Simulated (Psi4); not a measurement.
Two rigid molecules brought together: C4H4O ··· O2S (SMILES c1ccoc1 and O=S=O). Monomers: optimised at B3LYP-D3(BJ) (def2-TZVP), held rigid. Orientation: a random orientation, not optimised. R is the distance of the centres of mass, along which the second monomer moves.

Geometry at R = 3.90 Å (first 9 atoms: monomer A):
```
12

C      0.5079    -0.8901     0.0194
C     -0.8506    -0.5179    -0.2416
C     -0.9048     0.8301    -0.1132
O      0.3224     1.3242     0.2093
C      1.1705     0.2617     0.2856
H      0.9275    -1.8816     0.0087
H     -1.6704    -1.1699    -0.4904
H     -1.6939     1.5537    -0.2121
H      2.1913     0.4898     0.5344
O      0.6800     0.5051    -3.1956
S      1.9919     1.0752    -3.0416
O      2.9722     0.8496    -4.0700
```

Levels of theory: PBE/def2-TZVP, counterpoise-corrected (Psi4); PBE-D3(BJ)/def2-TZVP, counterpoise-corrected (Psi4); B3LYP-D3(BJ)/def2-TZVP, counterpoise-corrected (Psi4); SAPT0/jun-cc-pVDZ, frozen core (Psi4).

Interaction energies in kcal/mol; the last columns give the difference from SAPT0:

```tsv
R / Å	PBE/def2-TZVP	PBE-D3(BJ)/def2-TZVP	B3LYP-D3(BJ)/def2-TZVP	SAPT0/jun-cc-pVDZ	PBE/def2-TZVP − SAPT0/jun-cc-pVDZ	PBE-D3(BJ)/def2-TZVP − SAPT0/jun-cc-pVDZ	B3LYP-D3(BJ)/def2-TZVP − SAPT0/jun-cc-pVDZ
3.32	3.41	0.79	0.81	1.70	1.70	-0.91	-0.89
3.50	1.27	-1.05	-1.20	-0.29	1.56	-0.75	-0.91
3.73	0.04	-1.90	-2.08	-1.28	1.32	-0.61	-0.79
3.90	-0.32	-1.99	-2.12	-1.46	1.14	-0.53	-0.66
4.13	-0.47	-1.81	-1.84	-1.38	0.91	-0.43	-0.46
4.26	-0.47	-1.64	-1.62	-1.27	0.80	-0.38	-0.36
4.63	-0.36	-1.15	-1.05	-0.91	0.55	-0.24	-0.14
4.91	-0.26	-0.84	-0.74	-0.69	0.43	-0.15	-0.05
5.43	-0.12	-0.45	-0.40	-0.40	0.28	-0.05	0.01
6.13	-0.04	-0.20	-0.20	-0.21	0.17	0.01	0.01
7.10	-0.01	-0.08	-0.09	-0.10	0.09	0.03	0.01
8.44	-0.01	-0.03	-0.04	-0.05	0.04	0.02	0.01
```

PBE/def2-TZVP is furthest from SAPT0/jun-cc-pVDZ at 3.32 (1.70 kcal/mol, above); its mean absolute difference over the points is 0.75 kcal/mol.

PBE-D3(BJ)/def2-TZVP is furthest from SAPT0/jun-cc-pVDZ at 3.32 (-0.91 kcal/mol, below); its mean absolute difference over the points is 0.34 kcal/mol.

B3LYP-D3(BJ)/def2-TZVP is furthest from SAPT0/jun-cc-pVDZ at 3.50 (-0.91 kcal/mol, below); its mean absolute difference over the points is 0.36 kcal/mol.
